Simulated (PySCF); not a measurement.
## ZnSb: frontier orbitals

UHF at R = 2.808 Å; Zn def2-SVP, Sb def2-SVP with ECP28; scalar-relativistic core potentials (PySCF 2.14). State: ⁴Σ⁻ (quartet), unpaired electrons σ ↑, π ↑↑. Only the outer orbitals are listed, counted within each symmetry, core potentials removing the inner ones.

```json
{"spin": "α", "orbital": "10σ", "occ.": "1", "ε (eV)": "-19.43", "on Zn (%)": "6", "main shells (%)": "94 Sb s"}
{"spin": "α", "orbital": "11σ", "occ.": "1", "ε (eV)": "-10.13", "on Zn (%)": "47", "main shells (%)": "50 Sb p, 47 Zn s"}
{"spin": "α", "orbital": "6π", "occ.": "1", "ε (eV)": "-8.76", "on Zn (%)": "1", "main shells (%)": "99 Sb p"}
{"spin": "α", "orbital": "6π", "occ.": "1", "ε (eV)": "-8.76", "on Zn (%)": "1", "main shells (%)": "99 Sb p"}
{"spin": "α", "orbital": "12σ", "occ.": "1", "ε (eV)": "-7.01", "on Zn (%)": "63", "main shells (%)": "47 Zn s, 39 Sb p, 16 Zn p"}
{"spin": "α", "orbital": "13σ", "occ.": "0", "ε (eV)": "4.33", "on Zn (%)": "97", "main shells (%)": "97 Zn s"}
{"spin": "α", "orbital": "7π", "occ.": "0", "ε (eV)": "4.42", "on Zn (%)": "94", "main shells (%)": "94 Zn p"}
{"spin": "α", "orbital": "7π", "occ.": "0", "ε (eV)": "4.42", "on Zn (%)": "94", "main shells (%)": "94 Zn p"}
{"spin": "β", "orbital": "10σ", "occ.": "1", "ε (eV)": "-14.57", "on Zn (%)": "10", "main shells (%)": "90 Sb s"}
{"spin": "β", "orbital": "11σ", "occ.": "1", "ε (eV)": "-8.06", "on Zn (%)": "60", "main shells (%)": "57 Zn s, 32 Sb p"}
{"spin": "β", "orbital": "12σ", "occ.": "0", "ε (eV)": "0.58", "on Zn (%)": "59", "main shells (%)": "50 Zn s, 43 Sb p, 9 Zn p"}
{"spin": "β", "orbital": "6π", "occ.": "0", "ε (eV)": "0.91", "on Zn (%)": "6", "main shells (%)": "94 Sb p"}
{"spin": "β", "orbital": "6π", "occ.": "0", "ε (eV)": "0.91", "on Zn (%)": "6", "main shells (%)": "94 Sb p"}
```

Task: Which are the highest filled and the lowest empty level, where do they sit, and how wide is the gap?

Result: Highest filled α 12σ at -7.01 eV (in %: 47 Zn s, 39 Sb p, 16 Zn p); lowest empty β 12σ at 0.58 eV (in %: 50 Zn s, 43 Sb p, 9 Zn p); the gap at UHF is 7.59 eV. An empty level above zero is unbound, and its energy depends on the basis.

```
bond order (Mayer)                               : 0.59
⟨S²⟩                                             : 3.797
charge on Zn (Mulliken, basis-dependent)         : 0.18
charge on Zn (Löwdin, basis-dependent)           : 0.18
dipole moment (positive dipole means Zn(−)Sb(+)) : -1.60 D
polarisability along the bond                    : 128.4 bohr³
polarisability across the bond                   : 42.7 bohr³
```

Spin–orbit coupling is left out. The state was picked by a PBE0 search and need not be the measured ground state.
